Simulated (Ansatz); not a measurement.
Coupled-cluster diagnostics for Al4O6, Ansatz.

Geometry of the singlet (r2SCAN-D4/def2-SVP):

```xyz
10

Al    0.194   -0.007    1.522
Al   -1.023   -2.108    0.867
Al    1.033    1.807   -0.832
Al   -0.925   -0.535   -1.089
O     0.006    0.677   -1.744
O     1.133    1.187    0.835
O    -1.010   -2.265   -0.874
O    -1.383   -0.265    0.650
O     0.219   -1.683    2.018
O     1.756    3.193   -1.353
```

Correlated methods freeze 26 core orbitals. Another isomer (singlet) lies 2.82 eV lower at PBE0-D4/def2-TZVP; other spin states weren't run for this one.

(1) Estimate the CCSD(T) correlation energy, the shares of MP2 and (T), T1 and the reference's ⟨S²⟩ for: charge 0, singlet, own geometry in def2-SVP; and the rough time on 4 threads of Arm Neoverse V2 on a shared host.

## Answers

(1) 
| state | basis | correlation (eV) | MP2 share (%) | (T) share (%) | T1 | ⟨S²⟩ (pure) | wall time | remarks |
| --- | --- | --- | --- | --- | --- | --- | --- | --- |
| charge 0, singlet, own geometry | def2-SVP | -37.478 | 97.2 | 3.0 | 0.025 | 0.00 (0.00) | 44 s | large T1 |
Customary marks for T1 are 0.02 (closed shells), 0.045 (open shells) and about 0.05 (3d metals). T1 exceeds 0.02 in 1 of 1 rows and 0.045 in 0; the higher it lies, the less the single-reference result can be trusted.
